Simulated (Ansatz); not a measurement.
Basis sets compared for SbMe2I (C2H6ISb). Charge 0, multiplicity 1. Geometry B3LYP-D4/def2-SVP. Ansatz on 2 threads of Arm Neoverse V2 on a shared host; times are rough, and most runs start from earlier orbitals.

```xyz
10

Sb    0.629    0.835    0.834
C     0.429    0.814   -1.345
H     0.363   -0.223   -1.703
H     1.297    1.310   -1.801
H    -0.487    1.362   -1.617
C    -1.012   -0.581    1.138
H    -1.001   -0.940    2.176
H    -0.903   -1.431    0.450
H    -1.963   -0.060    0.942
I     2.646   -1.086    0.926
```

In the def2 sets I, Sb take a core potential; there is no spin–orbit coupling.

Binding counts from free atoms (Sb quartet, C triplet, H doublet, I doublet) in the same basis, without a counterpoise term.

| level | functions | energy (Eh) | HOMO (eV) | LUMO (eV) | binding per atom (eV) | wall time |
| --- | --- | --- | --- | --- | --- | --- |
| PBE-D4/def2-SVP | 110 | -617.6256 | -5.69 | -2.43 | 3.47 | 1.4 s |
| PBE-D4/def2-TZVP | 198 | -617.7382 | -5.81 | -2.51 | 3.47 | 3.2 s |
| r2SCAN-D4/def2-TZVP | 198 | -618.0229 | -6.06 | -2.38 | 3.41 | 7 s |
| PBE0-D4/def2-SVP | 110 | -617.6801 | -6.76 | -1.75 | 3.41 | 2.6 s |
| PBE0-D4/def2-TZVP | 198 | -617.7882 | -6.83 | -1.79 | 3.42 | 5.5 s |

**Question.** Estimate the rows for PBE-D4/def2-TZVPD, r2SCAN-D4/def2-TZVPD, PBE0-D4/def2-TZVPD.

**Answer.** 
```
               level  functions  energy (Eh)  HOMO (eV)  LUMO (eV)  binding per atom (eV)  wall time
   PBE-D4/def2-TZVPD        243    -617.7391      -5.83      -2.55                   3.47      4.5 s
r2SCAN-D4/def2-TZVPD        243    -618.0237      -6.07      -2.40                   3.41      9.5 s
  PBE0-D4/def2-TZVPD        243    -617.7889      -6.84      -1.84                   3.42      7.5 s
```
